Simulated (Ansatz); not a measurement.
Geometry optimisation, UKS BLYP-D4/cc-pVDZ (Ansatz 0.2.0).

Input:

```yaml
crystal:
  periodic: [false, false, false]
  atoms:
    - { symbol: Al, position_ang: [-0.2934, -0.6454, 0.3198] }
    - { symbol: F, position_ang: [-0.798, 1.3001, -0.334] }
    - { symbol: Cl, position_ang: [-0.9604, -1.872, -1.1275] }
    - { symbol: Cl, position_ang: [-0.2113, -0.535, 2.3259] }
    - { symbol: H, position_ang: [0.3709, 1.3091, -0.6] }
    - { symbol: Cl, position_ang: [1.8923, 0.4431, -0.5843] }
magnetization:
  spin_polarized: true
basis:
  gaussian: { orbitals: cc-pVDZ }
hamiltonian:
  xc: blyp
  dispersion: d4
relax:
  f_tol: 0.15
  max_steps: 25
  restrain:
    - { distance: [0, 5], at: 2.23, k: 30.0 }
    - { distance: [4, 1], at: 0.88, k: 30.0 }
    - { distance: [0, 1], at: 3.08, k: 30.0 }
    - { distance: [4, 5], at: 2.63, k: 30.0 }
```

Command:

```bash
$ ansatz run input.yaml --threads 2 --pin off --max-ram 3072MiB --backend cpu --events-out ev --progress --plain --runs-dir out
```

Problem. Where does it end, and by what steps?

Solution. It converged. The restraints hold the end off the free minimum. After 6 steps the energy has fallen by 0.294 eV (the restraints' own energy left out); H5 moved furthest, 0.70 Å. Joined: F2–H5 (1.20 → 0.92 Å).

| step | energy less start (eV) | largest force component (eV/Å) | accepted |
| --- | --- | --- | --- |
| 0 | 0.0000 | 3.160 | yes |
| 1 | 0.0175 | 2.370 | yes |
| 2 | -0.0774 | 2.193 | yes |
| 3 | -0.1064 | 3.890 | yes |
| 4 | -0.2649 | 1.141 | yes |
| 5 | -0.2488 | 1.681 | no |
| 6 | -0.2936 | 1.233 | yes |

```xyz
6
Properties=species:S:1:pos:R:3
Al 0.148 -0.943 0.339
F -0.854 1.821 -0.528
Cl -0.997 -2.105 -1.007
Cl -0.255 -0.777 2.408
H 0.035 1.906 -0.759
Cl 1.923 0.097 -0.453
```

Time of the run: 15 s on 2 threads of Intel(R) Xeon(R) 6975P-C (Granite Rapids) (shared host), peak memory 0.2 GiB.
